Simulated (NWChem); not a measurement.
System: CH$_{3}$NOSi; SMILES O([SiH3])C#N

Here is an NWChem input.

```
start job
memory heap 200 mb stack 900 mb global 1100 mb
geometry units angstroms noautoz
  N      0.443853     2.308795     0.000000
  C     -0.085065     1.269369     0.000000
  O     -0.709110     0.137596     0.000000
  Si     0.097444    -1.378550     0.000000
  H      0.927763    -1.476131    -1.221149
  H     -1.008993    -2.354763     0.000000
  H      0.927763    -1.476131     1.221149
end
basis spherical
  N library aug-cc-pvdz
  C library aug-cc-pvdz
  O library aug-cc-pvdz
  Si library aug-cc-pvdz
  H library aug-cc-pvdz
end
dft
  xc bhlyp
  iterations 150
end
tddft
  cis
  nroots 8
  notriplet
end
task tddft energy
```

Coordinates come from a B3LYP/6-31G* (spherical d) optimisation.

Vertical excitations in the gas phase.

Problem. Predict the main results of this run. (BHandHLYP/aug-cc-pVDZ, TDA.) Quantities: lowest excitation, singlet (eV); oscillator strength of that lowest state; lowest state with f > 0.02, singlet (eV); oscillator strength of that bright state; orbital gap (eV).

Solution. 
* **lowest excitation, singlet (eV)**: 6.97
* **oscillator strength of that lowest state**: 0.010
* **lowest state with f > 0.02, singlet (eV)**: 8.45
* **oscillator strength of that bright state**: 0.027
* **orbital gap (eV)**: 9.62
